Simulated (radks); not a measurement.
Results of a calculation; reference values are marked as such.
Spherical quantum dot in the effective-mass picture: electrons in a parabolic well V = omega^2 r^2 / 2 with omega = 0.942, all in effective atomic units (hartree* = m*/eps^2 hartree, bohr* = eps/m* bohr), one dielectric constant everywhere. Level of theory: non-relativistic Kohn-Sham, LDA (Slater exchange, Perdew-Wang correlation), spin-polarised, spherical densities (a radial shooting solver with Libxc functionals). Levels are named by radial order and angular momentum (1s, 1p, 1d, 2s, ...), and open shells are averaged over m. Results are scaled to m* = 0.047 and eps = 14.7, for which hartree* = 5.919 meV and bohr* = 16.55 nm.

N = 8, configuration 1s2 1p6. This is the lowest configuration that the search found. Occupied and some empty levels:

level  occupation  eigenvalue (meV)  <r> (nm)
1s              2            31.741     24.63
1p              6            35.186     30.95
1d              0            39.049     35.66
2s              0            39.828     31.76
1f              0            43.231     39.58

Energy (meV): total 184.779, kinetic 34.569, external 73.609, Hartree 95.684, exchange-correlation -19.083.

Electron density:

r (nm)  n(r) (e/nm^3)
1.24       0.00003033
4.35       0.00003205
7.47       0.00003524
10.6       0.00003899
13.7       0.00004225
16.8       0.00004400
19.9       0.00004356
23.0       0.00004072
26.2       0.00003579
29.3       0.00002946
32.4       0.00002263
35.5       0.00001615
38.6       0.00001072
41.7        6.598e-06
44.8        3.760e-06
47.9        1.983e-06
51.1        9.684e-07
54.2        4.377e-07
57.3        1.822e-07
60.4        7.070e-08
